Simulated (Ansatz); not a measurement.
Born–Oppenheimer molecular dynamics of a periodic cell of 30 atoms, BH₂F₃ (contents 5 BF3 + 5 H2, density as packed 0.87 g/cm³ with natural masses). It goes on from the last frame of an earlier run, with new velocities.

Level of theory: Ansatz, DFT PBE-D3(BJ), scalar-relativistic, plane waves, PAW. Settings: accuracy low, cutoff 420 eV, k mesh 1x1x1, fermi-dirac smearing 0.002 eV, no spin polarisation.

```yaml
ensemble: NVT, Nosé–Hoover chain
time_step: 0.5 fs
steps_asked: 200
set_temperature: 400 K
thermostat: time constant 50 fs, chain length 3
seed: 439885
```

First frame:

```xyz
30
Lattice="8.7198 0.0000 0.0000 0.0000 8.7198 0.0000 0.0000 0.0000 8.7198" Properties=species:S:1:pos:R:3
B 1.883 6.304 4.885
F 1.133 6.903 5.796
F 1.258 5.899 3.754
F 3.219 6.368 4.968
B 5.145 0.533 7.279
F 4.878 1.472 6.353
F 6.363 -0.030 7.240
F 4.183 0.109 8.019
B 0.364 7.714 1.124
F -0.391 8.554 1.768
F 1.684 7.625 1.397
F -0.158 6.909 0.218
B 2.972 1.788 4.605
F 4.015 2.329 3.943
F 2.263 2.526 5.489
F 2.625 0.543 4.381
B 2.458 3.603 0.104
F 2.306 4.718 -0.587
F 3.325 2.663 -0.253
F 1.647 3.495 1.177
H 8.258 3.161 4.593
H 7.957 3.784 4.791
H 5.305 1.425 1.600
H 5.897 0.955 1.696
H 1.175 1.146 7.910
H 0.477 1.328 8.046
H 6.701 5.793 5.065
H 6.005 6.093 5.146
H 7.608 8.799 4.341
H 7.525 8.593 5.031
```

Problem. What does the run give?

Solution. The run went to its last step.

| Item | Value |
| --- | --- |
| steps done | 200 |
| time covered | 100 fs |
| mean temperature over the second half | 425 K |
| spread of the potential energy over the second half | 3.0 meV per atom |
| mean potential energy of the second half above the start | 12.2 meV per atom |

The conserved energy stayed within 0.22 meV per atom of its start (net change 0.19 meV per atom), so the integration is sound. A run of 0.1 ps of so small a system gives no equilibrium averages. The smearing is very narrow for this mesh. Limits of this set-up: coarse k mesh, low accuracy level.

Problem. What happens to the structure?

Solution. Mean squared displacements from the first frame to the last, about the centre of mass: B 0.21 Å², F 0.36 Å², H 1.75 Å². The details hang on the random start.

Problem. How do temperature and energy run in time?

Solution. 
```csv
time (fs),T (K),potential energy less start (eV),conserved less start (meV/atom)
0.0,400,0.000,0.00
8.0,368,0.125,0.02
16.0,341,0.234,0.04
24.0,347,0.235,0.05
32.0,328,0.334,0.08
40.0,348,0.309,0.11
48.0,376,0.272,0.13
56.0,358,0.413,0.15
64.0,369,0.456,0.19
72.0,434,0.315,0.20
80.0,443,0.371,0.21
88.0,418,0.539,0.22
96.0,463,0.424,0.21
```

The run took 10 min on 1 CPU thread of a shared host.
